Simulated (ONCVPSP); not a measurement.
# What one change does to a pseudopotential (rhodium, ONCV)

* Element: rhodium
* Generator: ONCVPSP 4.0.1
* Type: optimised norm-conserving Vanderbilt (ONCV)
* Functional: PBEsol
* Relativity: scalar-relativistic
* Frozen core: [Ar] 3d10
* Valence charge: 17
* Reference configuration: 4s2 4p6 4d8 5s0.75 (charge +0.25)
* Partial waves: 4s+5s: rc 1.75 bohr, ncon 4, nbas 7, qcut 7.3 1/bohr, 2 projectors; 4p: rc 1.80 bohr, ncon 3, nbas 7, qcut 7.5 1/bohr, 1 projector; 4d: rc 1.30 bohr, ncon 4, nbas 7, qcut 7.6 1/bohr, local
* Local potential: the d channel
* Core correction: none

All-electron outer shells of the reference configuration (PBEsol, scalar-relativistic, ld1.x):

```csv
shell,level (eV),outermost node (bohr),outermost maximum (bohr)
3d,-302.38,–,0.29
4s,-84.22,0.47,0.88
4p,-52.18,0.47,0.94
4d,-7.74,0.46,1.15
5s,-5.85,1.19,2.60
```

Change: s: qcut 6.9; p: qcut 7.1; d: qcut 7.2.

Cutoffs: the cutoffs (Ha) at which the residual kinetic energy of the hardest occupied pseudo-wave falls to 1 and 0.1 mHa per electron; they do not see the model core or the augmentation charge, which bear on the density cutoff. Errors are all-electron minus pseudo energies relative to the spin-unpolarised reference configuration.

Q: How do hardness, ghosts and transferability respond?

A: The potential gets harder (28 Ha and 55 Ha → 28 Ha and 84 Ha); the errors of the 4 common tests hardly move; neither file shows a bound ghost.

```csv
quantity,base,changed
"cutoff, loose",28 Ha,28 Ha
"cutoff, tight",55 Ha,84 Ha
loose cutoff by channel,"s 17 Ha, p 17 Ha, d 28 Ha","s 16 Ha, p 17 Ha, d 28 Ha"
bound ghosts,none,none
GHOST(+) flags under 300 eV,none,none
"error for 4s2 4p6 4d8 5s1, meV [ΔE -1.27 eV]",+0.2,+0.2
"error for 4s2 4p6 4d8 5s0, meV [ΔE 6.19 eV]",-1.5,-1.5
"error for 4s2 4p6 4d7 5s0, meV [ΔE 25.70 eV]",-1.5,-1.7
"error for 4s2 4p5 4d8 5s1, meV [ΔE 55.33 eV]",-67,-65
s: phases at 1.78 bohr within 0.05 rad from the reference energy up to (Ha; the scan ends near 5),to the end of the scan,to the end of the scan
p: phases at 1.83 bohr within 0.05 rad from the reference energy up to (Ha; the scan ends near 5),0.3,0.4
d: phases at 1.32 bohr within 0.05 rad from the reference energy up to (Ha; the scan ends near 5),to the end of the scan,to the end of the scan
```
